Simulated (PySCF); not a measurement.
## Dipole response of Ga⁺ (gallium, charge +1)

[Ar] 3d10 4s2, closed-shell 1S. Calculation: PySCF 2.14, in aug-cc-pVQZ-PP with ECP10MDF; scalar relativity through the core potential. Coupled (time-dependent) response in atomic units; α is the mean over directions.

```tsv
method	mean α (bohr³)	C₆ (like pair)	S(−4)
UHF	21.19	111.3	220.9
PBE	17.61	87.70	146.1
PBE0	18.45	92.95	162.4
LC-wPBE	18.89	96.17	171.2
BLYP	17.00	83.45	136.0
```

S(−4) is the Cauchy moment in α(ω) = α(0) + S(−4) ω² + …

α(iu) at BLYP:

| u (hartree) | α(iu) (bohr³) |
| --- | --- |
| 0 | 17.00 |
| 0.0500 | 16.67 |
| 0.100 | 15.75 |
| 0.200 | 12.98 |
| 0.300 | 10.15 |
| 0.500 | 6.266 |
| 0.750 | 3.850 |
| 1.00 | 2.651 |
| 1.50 | 1.540 |
| 2.00 | 1.036 |
| 3.00 | 0.5736 |
| 5.00 | 0.2516 |

For an ion, C₆ is the dispersion term alone; charge-induced terms of lower order in 1/R come first.

Energies and moments cover only the electrons outside the core potential.
